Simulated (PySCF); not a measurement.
# Electron correlation in Sb (antimony, neutral)

[Kr] 4d10 5s1 5p3 6s1, high-spin 6S determinant (an excited configuration). Computed with PySCF 2.14 in aug-cc-pVTZ-DK3 (8s7p5d2f, 68 functions), with the spin-free X2C one-electron Hamiltonian (Gaussian nucleus). Frozen: [Kr] 4d10; 5 electrons correlated.

```json
{"level": "CCSD", "correlation energy (mhartree)": "-31.29"}
{"level": "(T)", "correlation energy (mhartree)": "-0.69"}
{"level": "CCSD(T)", "correlation energy (mhartree)": "-31.98"}
```

Diagnostics: T1 = 0.0089, D1 = 0.0267, largest double amplitude 0.026.

The outer electron is Rydberg-like, and this basis confines it to a smaller radius and binds it less than a complete one would.

Cost of the coupled-cluster step: of the order of 2.2 core-seconds, for 5 correlated electrons.
